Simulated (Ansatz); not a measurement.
HSZn (SMILES [SH][Zn+]), charge +1, singlet, at a GFN2-xTB geometry (such geometries of metal compounds can be far from the true shape); B3LYP/cc-pVTZ run with Ansatz (a quantum-chemistry and plane-wave program).

The Ansatz input:
Ansatz 0.2 input:
```yaml
crystal:
  periodic: [false, false, false]
  atoms:
    - {symbol: Zn, position_ang: [-0.36132780, -0.65142862, -0.26440656]}
    - {symbol: S, position_ang: [0.58625743, 1.18634901, 0.41826102]}
    - {symbol: H, position_ang: [1.45971500, 0.56127429, 1.24002068]}
basis:
  gaussian:
    orbitals: cc-pVTZ
hamiltonian:
  xc: b3lyp
total_charge: 1
```

Task: Predict the main parts of the log of this Ansatz run.

Result: 
```
Functional definition: B3LYP
928 factors; their error is unknown
mean field evaluation 1: about -59257.2401 eV, gradient 6.0e1 eV
mean field evaluation 2: about -59187.0987 eV, gradient 1.5e2 eV
mean field evaluation 4: about -59266.4217 eV, gradient 9.2e0 eV
mean field evaluation 8: about -59266.7267 eV, gradient 5.1e-2 eV
mean field evaluation 16: about -59266.8669 eV, gradient 5.3e-5 eV
mean field -59266.86692413 eV, -2178.0171869366 hartree, gradient 5.3e-5 eV, S^2 0.000000; 0 other end points of the search recorded, 0 dependent functions left out
reference -59266.86712705 eV, -2178.0171943937 hartree; 23, 23 occupied and 93, 93 virtual orbitals, 928 factors
Total energy: -59266.86712705 eV, -2178.0171943937 hartree
```
